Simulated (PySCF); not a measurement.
Isomers C7H10O2Si:

A. `CC1=C[SiH2]C(C)=C1C(=O)O`
B. `C=CCC1=COC(=O)[SiH2]C1`
C. `InChI=1S/C7H10O2Si/c1-3-4-10(2)5-6(10)7(8)9/h6H,5H2,1-2H3,(H,8,9)/t6-,10+/m1/s1`
D. SMILES Cc1cc(C[SiH3])coc1=O

Spectrum 1. 1H NMR (300 MHz, computed): δ 5.69 (br s, 1H), 2.14 (m, 1H), 2.06 (s, 3H), 1.35 (m, 1H), 1.23 (m, 1H), 0.54 (s, 3H). 13C{1H} NMR (computed): δ 181.6 (C), 111.7 (C), 82.4 (C), 19.6 (CH), 10.2 (CH2), 5.8 (CH3), -8.9 (CH3).

Spectrum 2. 1H NMR (300 MHz, computed): δ 6.38 (br s, 1H), 5.52 (t, 1H), 4.57 (m, 2H), 2.54 (s, 3H), 2.45 (s, 3H). 13C{1H} NMR (computed): δ 171.6 (C), 170.6 (C), 167.8 (C), 149.3 (C), 121.2 (CH), 26.3 (CH3), 20.8 (CH3).

Spectrum 3. 1H NMR (300 MHz, computed): δ 7.42 (s, 1H), 7.14 (s, 1H), 3.89 (t, 3H), 2.22 (s, 3H), 1.81 (q, 2H). 13C{1H} NMR (computed): δ 165.5 (C), 152.8 (CH), 146.3 (CH), 134.2 (C), 122.4 (C), 21.6 (CH3), 14.0 (CH2).

Spectrum 4. 1H NMR (300 MHz, computed): δ 6.67 (s, 1H), 5.91 (m, 1H), 5.48 (m, 1H), 5.38 (m, 1H), 4.28 (m, 2H), 2.77 (d, 2H), 1.73 (m, 2H). 13C{1H} NMR (computed): δ 181.7 (C), 146.7 (CH), 144.9 (CH), 123.4 (CH2), 118.3 (C), 48.7 (CH2), 13.3 (CH2).

One averaged value for each set of equivalent atoms, one computed conformer, no solvent model, non-relativistic Hamiltonian. Geometry from GFN2-xTB; PBE0/pcSseg-1 with gauge-including orbitals; PySCF.

Shifts are taken against calculated references (same method and geometry level): 1H (31.72 ppm) and 13C (186.93 ppm) vs TMS. Where no couplings were computed, multiplicities follow the n + 1 count of equivalent neighbours, and m marks all less simple cases (inequivalent or close neighbours, rings, F or P nearby). Acid and N–H amide carbonyl carbons lie up to 10 ppm further downfield in solution (hydrogen bonding). Shifts are as computed. Against solution values, carbons near 30 ppm lie about +3 ppm off and those near 130 ppm about +5 ppm. Of 1309 compounds with measured shifts, 239 miss one by over three times the rms of a fit or turn the order of signals round; such compounds aren't used in these exercises. OH and NH positions are gas-phase values without hydrogen bonding to other molecules.

**Question.** Which spectrum belongs to which compound?

**Answer.** 1–C, 2–A, 3–D, 4–B.

- Spectrum 1 (C): 7 13C signals; δC 181.6 is a carboxylic acid carbon; δC 82.4 is an alkyne carbon.
- Spectrum 2 (A): 7 13C signals; δC 171.6 is a carboxylic acid carbon; δC 170.6 is a β carbon of a C=C–C=O unit.
- Spectrum 3 (D): 7 13C signals; δC 21.6 is a methyl carbon on an unsaturated ring; δC 165.5 is a ring carbonyl carbon.
- Spectrum 4 (B): 7 13C signals; δC 146.7 is an alkene CH; δC 144.9 is an alkene carbon bearing oxygen.
